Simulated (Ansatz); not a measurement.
Relaxation of BF$_{2}$H$_{7}$N$_{2}$O (13 atoms, charge 0, multiplicity 1), to a largest force component of 0.03 eV/Å in at most 50 steps.

Theory: RKS CAM-B3LYP-D4/6-31G (Ansatz 0.2.0).

```xyz
13
Properties=species:S:1:pos:R:3:forces:R:3
B -0.858 0.722 -1.406 2.23 0.56 0.57
O -1.432 -1.439 0.265 -0.05 0.17 -0.27
F -1.152 -0.021 -2.500 0.00 -0.01 0.00
F -1.881 1.192 -0.633 -0.01 0.00 0.01
H 1.131 -0.159 0.663 0.04 -0.06 0.15
N 0.518 1.165 -1.141 -2.26 -0.75 -0.43
H -0.766 -1.424 0.976 0.42 0.14 0.20
N 1.305 -0.591 1.564 -0.35 -0.08 -0.22
H -2.186 -0.872 0.500 -0.01 0.01 0.01
H 1.275 0.906 -1.753 0.00 0.01 0.00
H 0.721 1.868 -0.448 0.00 0.01 0.00
H 1.392 0.030 2.352 0.00 0.00 -0.02
H 1.934 -1.377 1.561 0.01 0.01 0.00
```

Problem. Where does it end, and by what steps?

Solution. The forces met the threshold. The force dipped under the threshold on the way, but the program's further checks kept it going. Limits of this set-up: no polarisation functions. After 29 steps the energy has fallen by 1.689 eV; H9 moved furthest, 1.07 Å. Parted: O2–H7, H5–N8. Joined: B1–O2, H5–N6, H7–N8.

| step | energy less start (eV) | largest force component (eV/Å) | accepted |
| --- | --- | --- | --- |
| 0 | 0.0000 | 2.261 | yes |
| 2 | -0.3007 | 1.234 | yes |
| 4 | -0.7274 | 1.147 | yes |
| 6 | -0.9231 | 0.570 | yes |
| 8 | -1.0802 | 0.951 | yes |
| 10 | -1.2658 | 0.524 | yes |
| 12 | -1.3950 | 1.078 | yes |
| 14 | -1.6066 | 0.467 | yes |
| 16 | -1.6607 | 0.179 | yes |
| 18 | -1.6681 | 0.116 | yes |
| 20 | -1.6764 | 0.430 | no |
| 22 | -1.6836 | 0.195 | yes |
| 24 | -1.6867 | 0.048 | yes |
| 26 | -1.6880 | 0.056 | yes |
| 28 | -1.6886 | 0.028 | yes |
| 29 | -1.6887 | 0.018 | yes |

```xyz
13
Properties=species:S:1:pos:R:3
B -0.980 0.379 -0.763
O -1.075 -0.986 -0.289
F -1.555 0.571 -2.047
F -1.466 1.351 0.158
H 0.993 0.306 0.070
N 0.591 0.651 -0.866
H 0.185 -1.056 1.172
N 0.992 -0.538 1.537
H -1.944 -1.399 -0.404
H 0.988 0.116 -1.637
H 0.765 1.644 -1.007
H 0.729 0.087 2.290
H 1.778 -1.125 1.785
```

The run took 56 s on 2 threads of Intel(R) Xeon(R) Platinum 8488C (Sapphire Rapids), with other jobs on the host, peak memory 0.2 GiB.
